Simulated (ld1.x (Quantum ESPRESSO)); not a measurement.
## Plane-wave convergence, TM potential for Al (Z = 13)

```json
{"Element": "Al (Z = 13)", "Generator": "ld1.x (Quantum ESPRESSO) 7.5", "Type": "norm-conserving Troullier–Martins (Kleinman–Bylander form)", "Functional": "PBEsol", "Relativity": "non-relativistic", "Frozen core": "[Ne]", "Valence charge": "3", "Reference configuration": "3s1 3p0 (charge +2)", "Partial waves": "3p (bound, empty): rc 1.65 bohr; 3s (bound): rc 1.65 bohr", "Local potential": "the s channel", "Core correction": "none"}
```

The pseudo-atom Hamiltonian at the reference potential is diagonalised in spherical Bessel functions j_l(qr) that vanish at 20 bohr, with q² up to the cutoff. All-electron valence levels (Ry): 3p -1.2602, 3s -1.7351.

Question: How do the lowest levels (Ry) of each channel move with the cutoff, and are there ghosts?

Answer:

| cutoff (Ry) | p #1 | p #2 | s #1 | s #2 | d #1 | f #1 | Σ f·Δε (mRy) |
| --- | --- | --- | --- | --- | --- | --- | --- |
| 8 | -1.2499 | -0.4935 | -1.7208 | -0.6331 | -0.6316 | -0.2885 | 14.3 |
| 10 | -1.2502 | -0.4935 | -1.7290 | -0.6366 | -0.6317 | -0.2885 | 6.1 |
| 12 | -1.2503 | -0.4935 | -1.7312 | -0.6378 | -0.6320 | -0.2885 | 3.9 |
| 15 | -1.2504 | -0.4936 | -1.7313 | -0.6380 | -0.6324 | -0.2885 | 3.8 |
| 18 | -1.2509 | -0.4940 | -1.7318 | -0.6381 | -0.6329 | -0.2885 | 3.3 |
| 21 | -1.2521 | -0.4947 | -1.7326 | -0.6383 | -0.6331 | -0.2885 | 2.5 |
| 25 | -1.2549 | -0.4961 | -1.7335 | -0.6385 | -0.6332 | -0.2885 | 1.6 |
| 30 | -1.2577 | -0.4973 | -1.7345 | -0.6388 | -0.6332 | -0.2886 | 0.6 |
| 35 | -1.2593 | -0.4980 | -1.7349 | -0.6390 | -0.6332 | -0.2886 | 0.2 |
| 40 | -1.2597 | -0.4982 | -1.7349 | -0.6390 | -0.6332 | -0.2886 | 0.2 |
| 400 | -1.2601 | -0.4984 | -1.7351 | -0.6390 | -0.6333 | -0.2886 | 0.0 |

Result: no extra level below or beside the all-electron valence levels (p, s, d, f tested); 10 mRy is reached at 10 Ry and 1 mRy at 30 Ry.
